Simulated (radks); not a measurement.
The numbers below are computed, except where a source is named.
All-electron atom: F V in [He] 2s2 2p1. Code: a radial shooting solver on a logarithmic mesh with Libxc functionals. Model: scalar-relativistic Kohn-Sham, LDA (Slater exchange, Perdew-Wang correlation), spin-polarised, spherical densities, point nucleus; open shells are filled with parallel spins first.

Normalised radial functions P(r) = r R(r), r in bohr:

r         1s up    2s up  2p down
0.01116  0.5223   0.1493   0.0035
0.01363  0.6237   0.1782   0.0052
0.01665  0.7411   0.2116   0.0076
0.02018  0.8697   0.2480   0.0110
0.02465  1.0202   0.2904   0.0160
0.0301   1.1862   0.3367   0.0233
0.03677  1.3646   0.3857   0.0337
0.04491  1.5496   0.4351   0.0485
0.05441  1.7251   0.4796   0.0683
0.06646  1.8933   0.5180   0.0968
0.08118  2.0308   0.5413   0.1356
0.09915  2.1184   0.5408   0.1875
0.1211   2.1368   0.5062   0.2555
0.1479   2.0695   0.4269   0.3419
0.1792   1.9165   0.3006   0.4432
0.2189   1.6698   0.1126   0.5667
0.2674   1.3550  -0.1288   0.7031
0.3266   1.0091  -0.4074   0.8425
0.3989   0.6775  -0.6926   0.9688
0.4872   0.4013  -0.9414   1.0614
0.5903   0.2105  -1.1011   1.0976
0.721    0.0898  -1.1472   1.0625
0.8806   0.0307  -1.0571   0.9473
1.076    0.0080  -0.8542   0.7652
1.314    0.0015  -0.5953   0.5486
1.605    0.0002  -0.3493   0.3402
1.944    0.0000  -0.1729   0.1823
2.375    0.0000  -0.0656   0.0772
2.9      0.0000  -0.0186   0.0253

1s up: eigenvalue -773.12 eV, 0 radial nodes, <r> = 0.177 bohr, 90 % of the charge inside 0.316 bohr. 2s up: eigenvalue -117.61 eV, 1 radial node at r = 0.242 bohr, <r> = 0.838 bohr, 90 % of the charge inside 1.30 bohr. 2p down (empty): eigenvalue -97.281 eV, 0 radial nodes, <r> = 0.779 bohr, 90 % of the charge inside 1.28 bohr.
